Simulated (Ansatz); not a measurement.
Coupled-cluster run, CH$_{5}$ClNSTa (`[CH3][Ta]([NH2])(=[S])[Cl]`).

```yaml
crystal:
  periodic: [false, false, false]
  atoms:
    - {symbol: C, position_ang: [-1.429252, -0.610323, -0.016686]}
    - {symbol: Ta, position_ang: [0.349193, 0.447493, -0.572054]}
    - {symbol: N, position_ang: [1.594549, 0.178229, 0.904726]}
    - {symbol: S, position_ang: [1.139876, -0.606193, -2.275629]}
    - {symbol: Cl, position_ang: [-0.233319, 2.644556, -0.951054]}
    - {symbol: H, position_ang: [-1.852851, -0.179776, 0.898981]}
    - {symbol: H, position_ang: [-1.248809, -1.674906, 0.149741]}
    - {symbol: H, position_ang: [-2.170147, -0.515089, -0.818857]}
    - {symbol: H, position_ang: [1.492459, 0.635153, 1.802598]}
    - {symbol: H, position_ang: [2.441602, -0.370344, 0.881235]}
basis:
  gaussian: {orbitals: def2-TZVPP}
correlation: {method: ccsd_t}
output: {orbitals: {seedname: orbitals}}
```

```sh
$ ansatz run in.yaml --threads 2 --pin off --events-out ev --progress --plain --max-ram 32768MiB --backend cuda --devices 0, --max-vram 18GiB
```

Log, shortened:

```
Functional definition: HF
1613 factors; integrals over basis functions are off by at most 1.0e-3 eV
mean field evaluation 1: about -27446.5992 eV, gradient 5.3e1 eV
mean field evaluation 2: about -27446.8236 eV, gradient 5.3e1 eV
mean field evaluation 4: about -27453.1126 eV, gradient 8.7e0 eV
mean field evaluation 8: about -27453.3492 eV, gradient 9.1e-1 eV
mean field evaluation 16: about -27453.3524 eV, gradient 3.1e-6 eV
mean field -27453.35235104 eV, -1008.8920903502 hartree, gradient 3.1e-6 eV, S^2 0.000000; 0 other end points of the search recorded, 0 dependent functions left out
12 core orbitals not correlated: weight in the atoms' cores, before any rotation towards them, 1.000 or more for the frozen orbitals, at most 0.000 for the correlated occupied ones
reference -27453.35235104 eV, -1008.8920903502 hartree; 20, 20 occupied and 240, 240 virtual orbitals, 1613 factors
second order -31.95221454 eV of doubles, -0.00000000 eV of singles
cycle   1  -31.16618652 eV  change    7.9e-1 eV  update   2.2e-1
cycle   2  -32.11885709 eV  change   -9.5e-1 eV  update   1.2e-1
cycle   3  -32.43543508 eV  change   -3.2e-1 eV  update   4.0e-2
cycle   4  -32.43706791 eV  change   -1.6e-3 eV  update   1.6e-2
cycle   5  -32.42098957 eV  change    1.6e-2 eV  update   6.2e-3
cycle   6  -32.42140871 eV  change   -4.2e-4 eV  update   2.7e-3
cycle   7  -32.42185097 eV  change   -4.4e-4 eV  update   1.1e-3
cycle   8  -32.42171185 eV  change    1.4e-4 eV  update   4.5e-4
cycle   9  -32.42198013 eV  change   -2.7e-4 eV  update   1.9e-4
cycle  10  -32.42207118 eV  change   -9.1e-5 eV  update   8.0e-5
cycle  11  -32.42194871 eV  change    1.2e-4 eV  update   3.9e-5
cycle  12  -32.42196673 eV  change   -1.8e-5 eV  update   1.9e-5
perturbative correction -1.73143835 eV, -0.0636291858 hartree
Total energy: -27487.50575612 eV, -1010.1472048368 hartree
```

Run time 25 s (2 threads of an AMD EPYC 7R13 on a shared host and a share of an NVIDIA H100 80 GB); peak host memory 0.81 GiB.

MP2 recovers 93.6 % of the CCSD(T) correlation energy and the triples give 5.1 %; T1 = 0.0199.
